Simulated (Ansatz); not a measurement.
Geometry optimisation, RKS PBE/6-31G* (Ansatz).

The input (input.yaml):

```yaml
crystal:
  periodic: [false, false, false]
  atoms:
    - { symbol: O, position_ang: [1.6579, 0.3867, 0.9064] }
    - { symbol: C, position_ang: [0.5079, 0.6135, 0.1267] }
    - { symbol: C, position_ang: [-0.76, 0.2802, 0.4014] }
    - { symbol: Si, position_ang: [-0.138, -0.0946, -1.3014] }
    - { symbol: Cl, position_ang: [-0.1918, -2.1462, -1.1912] }
    - { symbol: H, position_ang: [1.3589, 0.6434, 1.8147] }
    - { symbol: H, position_ang: [-1.0598, -0.2077, 1.3066] }
    - { symbol: H, position_ang: [-1.2829, 0.4677, -2.119] }
basis:
  gaussian: { orbitals: "6-31G*" }
hamiltonian:
  xc: pbe
relax:
  f_tol: 0.015
  max_steps: 40
output:
  orbitals: {}
```

Command:

```bash
$ ansatz run input.yaml --threads 1 --pin off --max-ram 2048MiB --backend cpu --events-out ev --progress --plain --runs-dir out
```

Task: Where does it end, and by what steps?

Result: The forces met the threshold. After 9 steps the energy has fallen by 1.788 eV; Cl5 moved furthest, 0.65 Å.

```tsv
step	energy less start (eV)	largest force component (eV/Å)	accepted
0	0.0000	3.477	yes
1	-0.8910	2.367	yes
2	-1.4537	1.789	yes
3	-1.6717	0.871	yes
4	-1.7574	0.436	yes
5	-1.7243	0.630	no
6	-1.7855	0.112	yes
7	-1.7865	0.066	yes
8	-1.7878	0.021	yes
9	-1.7878	0.007	yes
```

```xyz
8
Properties=species:S:1:pos:R:3
O 1.706 0.711 0.836
C 0.554 0.294 0.284
C -0.740 0.060 0.646
Si -0.439 -0.329 -1.100
Cl -0.287 -2.281 -1.819
H 1.549 0.872 1.795
H -1.346 0.124 1.556
H -0.905 0.493 -2.255
```

The run took 38 s on 1 thread of Arm Neoverse V1 (shared host), peak memory 0.14 GiB.
